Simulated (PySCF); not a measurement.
## Structure from NMR data

Molecular formula: C$_{6}$H$_{13}$BO$_{2}$. Simulated spectra:

1H NMR (500 MHz, computed): δ 3.49 (br s, 2H), 1.96 (s, 3H), 1.80 (s, 3H), 1.54 (s, 3H), 1.26 (s, 2H).

13C{1H} NMR (computed): δ 137.1 (C), 128.7 (C), 25.1 (CH2), 23.2 (CH3), 22.1 (CH3), 21.8 (CH3).

- geometry from PBE0-D3(BJ)/def2-SVP
- shielding tensors at B3LYP/pcSseg-1 (GIAO)
- run in PySCF
- no relativistic terms, one computed conformer, isolated molecule, rapidly exchanging positions averaged

Shifts are taken against calculated references (same method and geometry level): TMS for 1H (31.38 ppm), 13C (179.24 ppm).

**Question.** What is the structure?

**Answer.** 
1. 6 carbon signals for 6 carbons: no two carbons are equivalent.
2. Carbon types of the structure: 2 × C, 1 × CH2, 3 × CH3, leaving 2 H on heteroatoms.
3. δC 137.1, 128.7: fully substituted alkene carbon; the olefinic region.
4. δC 25.1: allylic sp3 CH2 bonded to B.
5. δC 23.2, 22.1, 21.8: allylic methyl carbon; a saturated carbon with 1 carbon neighbour and no heteroatom attached.
6. δH 3.49: hydrogen on an oxygen bonded to B; exchangeable, gas-phase position.
7. δH 1.96, 1.80, 1.54: hydrogen on an allylic methyl carbon; allylic position.
8. δH 1.26: hydrogen on an allylic sp3 CH2 bonded to B.

The compound is `CC(C)=C(C)CB(O)O`.

This is the structure that produced the data.

OH/NH shifts are gas-phase values; hydrogen bonding in solution moves them, usually downfield. A carbon bonded to boron is broadened by the quadrupolar boron nucleus and is often missing from a measured spectrum. Shifts are as computed. Against solution values, carbons near 30 ppm lie about +2 ppm off and those near 130 ppm about +6 ppm. Of 1309 compounds with measured shifts, 239 miss one by over three times the rms of a fit or turn the order of signals round; such compounds aren't used in these exercises. No couplings were computed; multiplicities are counted from neighbouring protons, with m where these are inequivalent, close in shift, in a saturated or five-membered ring or joined by F or P, and br s for small geminal =CH2 splittings.
